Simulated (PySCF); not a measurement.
# Ionisation energy of Nd⁵¹⁺ by level of theory

Nd⁵¹⁺ [He] 2s2 2p5 (2P) → Nd⁵²⁺ [He] 2s2 2p4 (3P), as a difference of total energies. Calculation: PySCF 2.14, in an even-tempered Gaussian basis (19 s from 27 bohr⁻², ratio 2.2; 13 p from 34 bohr⁻², ratio 2.2; 6 d from 140 bohr⁻², ratio 2.4; 5 f from 210 bohr⁻², ratio 2.4; 4 g from 320 bohr⁻², ratio 2.4); the spin-free X2C one-electron Hamiltonian (Gaussian nucleus). Correlated levels: nothing frozen; virtual orbitals above 40 to 60 times the deepest correlated orbital energy dropped. The calculations carry no spin-orbit coupling.

```json
{"method": "UHF", "ionisation energy (eV)": "10177.4"}
{"method": "LDA", "ionisation energy (eV)": "10173.1"}
{"method": "PBE", "ionisation energy (eV)": "10176.7"}
{"method": "PBE0", "ionisation energy (eV)": "10177.3"}
{"method": "r2SCAN", "ionisation energy (eV)": "10181.2"}
{"method": "M06", "ionisation energy (eV)": "10180.9"}
{"method": "MN15", "ionisation energy (eV)": "10181.8"}
{"method": "MP2 (all electrons)", "ionisation energy (eV)": "10179.2"}
{"method": "SCS-MP2 (all electrons)", "ionisation energy (eV)": "10179.1"}
```

Spin-orbit coupling is strong in these open shells (close to jj coupling). The scalar numbers leave it out and a first-order estimate fails, so it can dominate the gap to the real levels.

For this ion Breit and QED terms and the two-electron picture change, all absent here, outweigh the differences among the correlated methods.

For comparison: 10002 ± 4 eV (theoretical estimate listed by NIST; NIST Atomic Spectra Database, ionization energies).
